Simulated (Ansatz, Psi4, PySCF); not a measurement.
Complex: HCl (SMILES Cl) (first 2 atoms) with CH3F (SMILES CF); geometry from B3LYP-D3(BJ)/def2-TZVP, rigid monomers moved along the line of their centres of mass till H2···F4 is 1.74 Å.
(charge 0, multiplicity 1):
```xyz
7

Cl     0.1652     0.0521    -0.1361
H      0.2154     0.5086     1.0704
C     -0.4676    -0.5511     3.3348
F      0.0718     0.6291     2.8027
H      0.2488    -0.9604     4.0455
H     -1.4046    -0.3020     3.8307
H     -0.6394    -1.2491     2.5163
```

Monomers are frozen at their geometry in the pair; levels with a basis set take the counterpoise correction. Rows marked so take none.

Correlated levels freeze the cores. CBS(a, b) extrapolates the correlation energy as X⁻³ and adds the Hartree–Fock energy of set b. Rows in 6-31G*, STO-3G carry no dispersion term and start afresh at each structure (6-31G* with six Cartesian d functions). MP2/6-31G* freezes PySCF's default core.

The values were computed with Ansatz (a program for electronic structure) with Gaussian orbitals; Psi4 for SAPT; PySCF for 6-31G* rows, STO-3G rows. Values without a source in brackets are computed.

```
level                                          interaction energy (meV)
---------------------------------------------  ------------------------
HF/STO-3G (no counterpoise)                                      -265.5
HF/aug-cc-pV(T+d)Z                                                -15.3
M06-2X/6-31G* (no counterpoise)                                  -260.1
wB97X-V/def2-TZVPPD                                              -139.2
wB97M-V/def2-TZVPPD                                              -137.9
MP2/6-31G* (no counterpoise)                                     -218.9
CCSD/aug-cc-pV(T+d)Z                                             -103.2
CCSD(T)/CBS(aug-cc-pV(D+d)Z, aug-cc-pV(T+d)Z)                    -138.8
SAPT0/jun-cc-pV(D+d)Z                                                 …
```

Q: Some entries are withheld; supply them.

A: 
- SAPT0/jun-cc-pV(D+d)Z, interaction energy (meV): -123.0
